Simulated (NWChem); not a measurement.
All runs are NWChem calculations. System: BF, charge 0, spin multiplicity 1, displaced from the optimised geometry. The structure started from a generated list of species.

Job file:

```
start mol
memory heap 200 mb stack 900 mb global 1100 mb
geometry units angstroms nocenter noautoz noautosym
  B      0.000000     0.000000    -0.812271
  F      0.000000     0.000000     2.346561
end
basis spherical
  * library cc-pvdz
end
dft
  xc xpbe96 cpbe96
  semidirect memsize 60000000 filesize 0
  iterations 100
end
task dft energy
```

The output up to the point where the run's verdict is printed (cleaned and shortened):

```
             Northwest Computational Chemistry Package (NWChem) 7.3.0
             --------------------------------------------------------

                                NWChem Input Module
                                -------------------

 Scaling coordinates for geometry "geometry" by  1.889725989
 (inverse scale =  0.529177249)

                             Geometry "geometry" -> ""
                             -------------------------

 Output coordinates in angstroms (scale by  1.889725989 to convert to a.u.)

  No.       Tag          Charge          X              Y              Z
 ---- ---------------- ---------- -------------- -------------- --------------
    1 B                    5.0000     0.00000000     0.00000000    -0.81227100
    2 F                    9.0000     0.00000000     0.00000000     2.34656100

 Effective nuclear repulsion energy (a.u.)       7.5385383601

            Nuclear Dipole moment (a.u.)
            ----------------------------
        X                 Y               Z
 ---------------- ---------------- ----------------
     0.0000000000     0.0000000000    32.2343676570


 Summary of "ao basis" -> "" (spherical)
 ------------------------------------------------------------------------------
       Tag                 Description            Shells   Functions and Types
 ---------------- ------------------------------  ------  ---------------------
 *                          cc-pvdz                   on all atoms

  pbe96 is a nonlocal functional; adding pw91lda local functional.

                                 NWChem DFT Module
                                 -----------------

 Summary of "ao basis" -> "ao basis" (spherical)
 ------------------------------------------------------------------------------
       Tag                 Description            Shells   Functions and Types
 ---------------- ------------------------------  ------  ---------------------
 B                          cc-pvdz                  6       14   3s2p1d
 F                          cc-pvdz                  6       14   3s2p1d

 Summary of "ao basis" -> "ao basis" (spherical)
[...]
 d= 0,ls=0.0,diis    52   -110.5797444803  6.61D-02  1.62D-03  2.05D+01     1.4
 d= 0,ls=0.0,diis    53   -110.5461242112  3.36D-02  1.98D-02  2.08D+01     1.4
 d= 0,ls=0.0,diis    54   -111.4253442470 -8.79D-01  1.53D-03  2.00D+01     1.4
 d= 0,ls=0.0,diis    55   -111.3624854746  6.29D-02  7.40D-03  1.98D+01     1.5
 d= 0,ls=0.0,diis    56   -111.7770322671 -4.15D-01  1.76D-01  2.32D+01     1.5
 d= 0,ls=0.0,diis    57   -118.4204113902 -6.64D+00  1.65D-01  3.23D+01     1.5
 d= 0,ls=0.0,diis    58   -115.4229013254  3.00D+00  1.80D-01  2.74D+01     1.5
 d= 0,ls=0.0,diis    59   -122.4854253608 -7.06D+00  3.50D-02  1.75D+01     1.5
 d= 0,ls=0.0,diis    60   -122.7306778506 -2.45D-01  2.68D-02  1.47D+01     1.6
 d= 0,ls=0.0,diis    61   -122.6255594592  1.05D-01  7.50D-03  1.59D+01     1.6
 d= 0,ls=0.0,diis    62   -122.7416185808 -1.16D-01  2.21D-02  1.49D+01     1.6
 d= 0,ls=0.0,diis    63   -123.0621717487 -3.21D-01  4.04D-02  1.09D+01     1.6
 d= 0,ls=0.0,diis    64   -123.7319582257 -6.70D-01  1.29D-01  4.80D+00     1.6
 d= 0,ls=0.0,diis    65   -110.4964605276  1.32D+01  6.37D-04  2.02D+01     1.6
 d= 0,ls=0.0,diis    66   -110.4783862166  1.81D-02  5.22D-03  2.02D+01     1.7
 d= 0,ls=0.0,diis    67   -110.6635978563 -1.85D-01  5.84D-03  2.00D+01     1.7
 d= 0,ls=0.0,diis    68   -110.4670119160  1.97D-01  1.76D-03  2.02D+01     1.7
 d= 0,ls=0.0,diis    69   -110.3881600954  7.89D-02  4.85D-03  2.03D+01     1.7
 d= 0,ls=0.0,diis    70   -110.5973574318 -2.09D-01  1.01D-01  2.09D+01     1.7
 d= 0,ls=0.5,diis    71   -123.4951263445 -1.29D+01  4.41D-03  7.56D+00     1.7
 d= 0,ls=0.5,diis    72   -123.4710463744  2.41D-02  2.19D-02  8.12D+00     1.8
 d= 0,ls=0.5,diis    73   -124.1239100604 -6.53D-01  1.17D-02  9.90D-01     1.8
 d= 0,ls=0.5,diis    74   -124.2410831310 -1.17D-01  5.22D-03  1.69D-01     1.8
 d= 0,ls=0.5,diis    75   -124.2654681563 -2.44D-02  2.56D-03  2.59D-02     1.8
 d= 0,ls=0.5,diis    76   -124.2702999701 -4.83D-03  1.76D-03  9.37D-03     1.8
 d= 0,ls=0.5,diis    77   -124.2711353039 -8.35D-04  1.35D-03  1.28D-02     1.9
 d= 0,ls=0.5,diis    78   -124.2720266584 -8.91D-04  1.22D-03  1.23D-02     1.9
 d= 0,ls=0.5,diis    79   -124.2733599355 -1.33D-03  1.05D-03  6.50D-03     1.9
 d= 0,ls=0.5,diis    80   -124.2742506869 -8.91D-04  8.94D-04  3.57D-03     1.9
 d= 0,ls=0.5,diis    81   -124.2747649872 -5.14D-04  7.93D-04  2.84D-03     1.9
 d= 0,ls=0.5,diis    82   -124.2751814995 -4.17D-04  7.18D-04  2.14D-03     1.9
 d= 0,ls=0.5,diis    83   -124.2754980936 -3.17D-04  5.97D-04  1.77D-03     2.0
 d= 0,ls=0.5,diis    84   -124.2756661731 -1.68D-04  5.72D-04  2.07D-03     2.0
 d= 0,ls=0.5,diis    85   -124.2758458397 -1.80D-04  5.26D-04  2.02D-03     2.0
 d= 0,ls=0.5,diis    86   -124.2760001001 -1.54D-04  4.92D-04  1.99D-03     2.0
 d= 0,ls=0.5,diis    87   -124.2761414792 -1.41D-04  4.66D-04  1.90D-03     2.0
 d= 0,ls=0.5,diis    88   -124.2762678630 -1.26D-04  4.31D-04  1.81D-03     2.1
 d= 0,ls=0.5,diis    89   -124.2763813735 -1.14D-04  3.75D-04  1.69D-03     2.1
 d= 0,ls=0.5,diis    90   -124.2764626288 -8.13D-05  3.44D-04  1.68D-03     2.1
 d= 0,ls=0.5,diis    91   -124.2765464885 -8.39D-05  3.18D-04  1.56D-03     2.1
 d= 0,ls=0.5,diis    92   -124.2766160398 -6.96D-05  2.80D-04  1.47D-03     2.1
 d= 0,ls=0.5,diis    93   -124.2766931119 -7.71D-05  2.68D-04  1.24D-03     2.1
 d= 0,ls=0.5,diis    94   -124.2767646345 -7.15D-05  2.45D-04  1.02D-03     2.2
 d= 0,ls=0.5,diis    95   -124.2768102210 -4.56D-05  2.26D-04  9.58D-04     2.2
 d= 0,ls=0.5,diis    96   -124.2768449956 -3.48D-05  2.12D-04  9.40D-04     2.2
 d= 0,ls=0.5,diis    97   -124.2768812349 -3.62D-05  1.96D-04  8.70D-04     2.2
 d= 0,ls=0.5,diis    98   -124.2769127195 -3.15D-05  1.80D-04  8.17D-04     2.2
 d= 0,ls=0.5,diis    99   -124.2769342368 -2.15D-05  1.70D-04  8.08D-04     2.3
 d= 0,ls=0.5,diis   100   -124.2769555540 -2.13D-05  1.60D-04  7.81D-04     2.3
```

The run did not converge; its last values are not results. The next line reads: Calculation failed to converge. NWChem stopped with the message: dft energy failed.
